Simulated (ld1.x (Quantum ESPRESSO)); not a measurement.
The numbers below are computed, except where a source is named.
## Pseudopotentials across the periodic table

Generated with ld1.x 7.5 (TM, RRKJ, ultrasoft, PAW), atompaw 4.2 or ONCVPSP 4.0.1. The cutoff is in Ry: for ld1.x and atompaw files where the sum of valence levels is converged to 10 mRy in a Bessel basis, for ONCV files where the hardest occupied wave has 1 mHa per electron of residual kinetic energy. The error is the largest all-electron minus pseudo excitation energy over each file’s own four to seven test configurations (ionisations up to +4, promotions, holes and added fractions of an electron), all of which were solved. The labels leave out finer settings (local radius, basis sizes, second energies), which also bear on the numbers. Spin-polarised tests are not counted. The rows are a selection from randomly drawn settings: files with unsolved tests, undetermined cutoffs or missed reference levels are left out.

```csv
element,potential,cutoff (Ry),largest error (meV),bound ghosts
Co,"RRKJ, revPBE, scalar-relativistic, rc 2.00/2.40/1.96 (spd), local s, core correction yes, reference 3d7 4s2 4p0",50,-282,none
Ga,"TM, LDA (PZ), scalar-relativistic, rc 2.00/2.40 (sp), local p, core correction yes, reference 4s2 4p1",15,-191,none
Mo,"TM, PBE, scalar-relativistic, rc 1.25/1.40/2.40 (spd), local s, core correction yes, reference 4s2 4p6 4d3 5s0 5p0",90,+208,none
Tb,"TM, PBE, scalar-relativistic, rc 3.35/3.05/2.60 (spd), local s, core correction yes, reference 5d1 6s2 6p0",15,-100,none
Ta,"TM, PBEsol, scalar-relativistic, rc 2.40/3.45/2.50 (spd), local s, core correction no, reference 5d3 6s1.75 6p0.25",25,-13,none
Tl,"TM, PW91, fully relativistic, rc 1.60/2.60/1.55 (spd), local p, core correction yes, reference 5d10 6s1 6p0",50,-388,none
```

**Question.** Fill in the row for Ta: TM, PBE, fully relativistic, rc 2.25/1.80/1.55 (spd), local s, core correction yes, reference 5p6 5d3 6s0 6p0.

**Answer.** cutoff 40 Ry, largest error -1022 meV, bound ghosts: none.
